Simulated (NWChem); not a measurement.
Molecule: BSiH3OF2; SMILES B(F)(O[SiH3])F

```xyz
8

B     -0.0291     0.9795     0.0000
F     -0.7507     2.0831     0.0000
F      1.2921     1.1070     0.0000
O     -0.6202    -0.2228     0.0000
Si    -0.0138    -1.7933     0.0000
H      0.8105    -2.0110     1.2218
H      0.8105    -2.0110    -1.2218
H     -1.1921    -2.6980     0.0000
```
Atoms are numbered in this order, from 1.

Program: NWChem. All runs use the structure optimised with PBE0/def2-SVP.

### Question
Taking PBE0/pcseg-2 as the yardstick, which of these has the fewest basis functions while keeping “highest occupied level (eV)” within 0.05 eV of it: PBE0/pcseg-1; PBE0/aug-pcseg-1; PBE0/def2-SVP; PBE0/STO-3G?

### Answer
PBE0/pcseg-1.
```csv
level,basis functions,highest occupied level (eV)
PBE0/STO-3G,32,-5.42
PBE0/pcseg-1,89,-9.73
PBE0/def2-SVP,89,-9.62
PBE0/aug-pcseg-1,146,-9.72
PBE0/pcseg-2,196,-9.71
```

The yardstick is one finite set, not the basis-set limit.
